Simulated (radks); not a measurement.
Results of a calculation; reference values are marked as such.
Numerical settings for the boron ion B+, [He] 2s2. Level of theory: scalar-relativistic Kohn-Sham, r2SCAN, spin-unpolarised, spherical densities, finite nucleus; meta-GGA in the generalised Kohn-Sham scheme; Fermi nuclear charge, rms radius 2.406 fm (a radial shooting solver on a logarithmic mesh with Libxc functionals). The defaults (mesh step 0.008 in ln r, mesh end at 40 bohr or more with all orbitals vanishing there, Anderson mixing 0.5 over 9 steps, residual threshold near 1e-9 with the energy settled to 1e-9 hartree or 1e-11 of itself, here a cap of 93 iterations) give E = -24.324 hartree and 2s at -19.732 eV in 15 iterations. Run on one thread of a shared host, so times are rough (Arm Neoverse V1): 0.04 s of CPU time, 0.04 s wall, 15 iterations on 2189 mesh points. Changes against that run (0 stands for a change within the tolerance of the run):

setting                    iterations  converged  E (mhartree)  e(2s) (meV)  CPU (s)
mesh step in ln r 0.03             11        yes      -0.00112      -0.0102     0.01
mesh step in ln r 0.08             93         no          -141            -     0.11
mesh step in ln r 0.02             11        yes             0     +0.00327     0.02
mesh end (bohr) 20                 15        yes             0            0     0.04
mesh end (bohr) 8                  15        yes       +0.0103       +0.842     0.04
residual threshold 1e-13           93         no             0            0     0.21
residual threshold 1e-16           93         no             0            0     0.21
mixing 0.2                         15        yes             0            0     0.05
linear mixing, mixing 0.5          93         no             0            0     0.19
linear mixing, mixing 1            93         no             0            0     0.18
mixing history 2                   93         no             0            0      0.2
iteration cap 8                     8         no             0      -0.0852     0.02

No run marked as converged misses the energy by more than 1 mhartree. A mesh that ends early acts as a hard wall.
